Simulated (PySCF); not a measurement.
Mapped SMILES: `[NH2:1][SiH2:2][S:3][SiH3:4]`. Each H is labelled by its parent atom.

Geometry: GFN2-xTB; GIAO shifts from PySCF 2.14, gas phase, non-relativistic, averaged over equivalent atoms.

At OPBE/pcSseg-1 (124 basis functions, 13 s wall time on 1 thread of an Arm Neoverse V1, shared host):
```
 atoms  δ (ppm)
    N1     18.1
   Si2    -22.0
   Si4    -56.3
H(Si2)     5.48
H(Si4)     4.86
 H(N1)     0.15
```

References, each an isolated molecule treated in the same way: $^{15}$N (266.29 ppm) vs NH3; $^{29}$Si (356.49 ppm) and $^{1}$H (31.67 ppm) against TMS.

Q: Estimate the result of repeating the calculation with PBE0/pcSseg-1.

A: 
| atoms | δ at PBE0/pcSseg-1 | change |
| --- | --- | --- |
| N1 | 18.4 | +0.3 |
| Si2 | -21.1 | +0.9 |
| Si4 | -56.2 | +0.1 |
| H(Si2) | 5.30 | -0.18 |
| H(Si4) | 4.78 | -0.08 |
| H(N1) | 0.21 | +0.06 |

Referencing at the same level of theory: $^{15}$N (σref 267.73) against NH3; $^{29}$Si (σref 349.16), $^{1}$H (σref 31.72) against TMS.

The largest change is at Si2 (silicon bonded to N, S, 2 H). Cost: 124 basis functions, 10 s wall time on 1 thread of an Arm Neoverse V1, shared host.

Experimental scales use liquid or dissolved standards, which lie at an offset from isolated NH3 (liquid NH3: subtract about 20 ppm).
